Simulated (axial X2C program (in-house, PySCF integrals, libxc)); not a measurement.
**Correcting the dissociation energy of HBr for spin–orbit coupling**

A spin-free CCSD(T) curve (one-electron X2C) was computed with an in-house all-electron X2C program for linear molecules (integrals from PySCF), basis Br dyall-cv3z [8s9p6d4f1g], H dyall-v3z [6s2p1d] (cores contracted in-house), for the state M_S = 0, Λ = 0 (closed shell). It gives D0 = 3.792 eV to Br + H, which in a spin-free picture are the weighted means of the ground terms.

Correlated methods: 8 electrons correlated (number of frozen shells: Br 3 s, 2 p, 1 d; H none), 144 virtual spin orbitals or spinors in MP2, 74 natural virtuals in coupled cluster.

Measured levels of the ground terms (NIST Handbook of Basic Atomic Spectroscopic Data), in cm⁻¹: Br 2P: J = 3/2 at 0, J = 1/2 at 3685.2; H 2S: J = 1/2 at 0.

The molecular state has Λ = 0, so it has no first-order lowering.

(1) How far does each ground level lie under the (2J+1)-weighted mean of its term?

(2) Correct D0.

Second-order spin–orbit effects in the molecule, which grow quickly with Z, are left out. The state is one determinant whose occupation by symmetry is held fixed; it was picked as the lowest of a PBE0 search that is not exhaustive. De is counted from the lowest determinant-based energies of the atoms at the same level, without counterpoise correction. Coupled cluster ran in a truncated set of natural virtual spinors; the MP2 energy of the rest was added. (T) has no such correction and the atoms are truncated less, which lowers De at CCSD(T) by a hundredth of an eV or more.

Results:

(1) Br: (4 × 0 + 2 × 3685.2)/6 = 1228 cm⁻¹; H: a single level, 0.

(2) D0 = 3.792 + (0 − 1228)/8065.5 = 3.640 eV at CCSD(T) with these spin–orbit terms. The direct two-component run, taken to the lowest atomic determinants of a wider search where it found them, gives 3.650 eV; the difference holds second-order terms in the molecule, scalar two-electron terms, the gap between measured and computed atomic splittings (a 2c atom can miss part of its lowering) and, in coupled cluster, the truncation of each run.
